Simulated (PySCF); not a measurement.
# What a mistake does to a calculation on BCH6OSi

These are calculations, not measurements. They come from PySCF 2.14.0, an open-source quantum chemistry program, on an isolated molecule that a program drew, which may never have been made. The molecule is BCH6OSi (charge 0, doublet), drawn as the SMILES string `[BH]CO[SiH3]`.

Each row is a Hartree-Fock (HF) and frozen-core CCSD(T) single point in the cc-pV(D+d)Z basis, meant for a local HF minimum. Run 1 is clean. Each other run has one planted mistake out of seven kinds, and not every kind appears here: one electron removed, one electron added, multiplicity raised by two, geometry at a saddle point, minimal basis STO-3G, one bond length entered in bohr, all coordinates scaled. The reference is restricted for singlets and unrestricted otherwise, and also for a bond in bohr. Adding or removing an electron swaps singlet and doublet. Electrons count all cores. HOMO and LUMO are orbital energies over both spins, the gradient is its largest component, and the lowest frequency (negative if imaginary) is given only where the gradient is small. Bond lengths are over the 9 bonds as drawn. T1 is the CCSD diagnostic: over 0.02 (restricted) or 0.045 (unrestricted) a single reference is doubtful.

Geometry of the clean run:
```xyz
10
BCH6OSi, angstrom
B    -2.5897   -1.0102    0.6119
C    -1.5195    0.1285    0.7364
O    -0.4521    0.0717   -0.1927
Si    0.9867   -0.7005   -0.0093
H    -2.6150   -1.9396   -0.1394
H    -1.1484    0.1670    1.7705
H    -2.0323    1.0854    0.5885
H     0.7890   -2.1548    0.2020
H     1.7647   -0.4714   -1.2396
H     1.7167   -0.1683    1.1664
```

```
run,electrons,basis functions,<S^2>,HOMO (eV),LUMO (eV),gradient (hartree/bohr),lowest frequency (cm^-1),mean bond (Å),longest bond (Å),T1,HF (hartree),CCSD(T) (hartree),mistake
1,39,95,0.754,-9.34,1.90,1.1e-05,60,1.3841,1.643,0.0128,-429.79364,-430.34163,no fault
2,40,95,0.000,0.52,7.84,5.9e-02,-,1.3841,1.643,0.0172,-429.72789,-430.31692,one electron added
3,39,95,0.753,-9.15,2.12,6.9e-02,-,1.2886,1.530,0.0117,-429.74111,-430.27845,all coordinates scaled
4,39,95,3.768,-6.81,-2.16,1.3e-01,-,1.3841,1.643,0.0269,-429.61323,-430.16720,multiplicity raised by two
5,39,30,0.753,-7.25,6.74,3.0e-02,-,1.3841,1.643,0.0101,-424.62185,-424.82066,minimal basis STO-3G
6,38,95,0.000,-16.41,-6.90,6.6e-02,-,1.3841,1.643,0.0262,-429.49454,-430.03991,?
```

**Which mistake was planted in run 6, and what did it cost?**

It counts 38 electrons, one fewer than the clean run, at the same geometry and basis. So the mistake is: one electron removed. Subtracting run 1 and multiplying by 627.51 kcal/mol a hartree, the energy moved by 187.7 kcal/mol in HF and 189.3 kcal/mol in CCSD(T).

Cautions from the logs. Run 2: the HOMO is above zero, so the electron isn't bound and the energy depends on the basis; run 6: T1 is over the limit, so its CCSD(T) energy is less reliable.
